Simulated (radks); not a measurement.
Results of a calculation; reference values are marked as such.
Numerical settings for neutral krypton, [Kr]. Code: a radial shooting solver on a logarithmic mesh with Libxc functionals. Model: Dirac Kohn-Sham, LDA (Slater exchange, Perdew-Wang correlation), spin-unpolarised, spherical densities, finite nucleus; Fermi nuclear charge, rms radius 4.1884 fm. The defaults (mesh step 0.008 in ln r, mesh end at 40 bohr or more with all orbitals vanishing there, Anderson mixing 0.5 over 9 steps, residual threshold near 1e-9 with the energy settled to 1e-9 hartree or 1e-11 of itself, here a cap of 75 iterations) give E = -2787.0332 hartree and 4p3/2 at -9.179 eV in 14 iterations. Run on one thread of a shared host, so times are rough (Intel(R) Xeon(R) 6975P-C): 0.08 s of CPU time, 0.08 s wall, 14 iterations on 2381 mesh points. Changes against that run (0 stands for a change within the tolerance of the run):

setting                     iterations         converged  E (mhartree)  e(4p3/2) (meV)  CPU (s)
mesh step in ln r 0.05              14               yes      +0.00869               0     0.02
mesh step in ln r 0.02              14               yes             0               0     0.03
mesh step in ln r 0.03              14               yes     +0.000399               0     0.02
mesh end (bohr) 1                   13  level above zero     +1.66e+05       +6.24e+05     0.05
mesh end (bohr) 400                 14               yes             0               0     0.08
residual threshold 1e-13            21               yes             0               0     0.09
residual threshold 1e-05            10               yes             0         +0.0334     0.06
mixing 0.01                         22               yes             0               0     0.13
linear mixing, mixing 0.2           75                no             0               0     0.31
linear mixing, mixing 0.05          75                no       +0.0332           -99.4     0.33
mixing history 2                    16               yes             0               0      0.1
iteration cap 5                      5                no        +0.236            +126     0.04

Settled on a wrong energy, with an occupied level pushed above zero by the early mesh end: mesh end (bohr) 1 (+166 hartree). Apart from these: no run marked as converged misses the energy by more than 1 mhartree. A mesh that ends early acts as a hard wall.
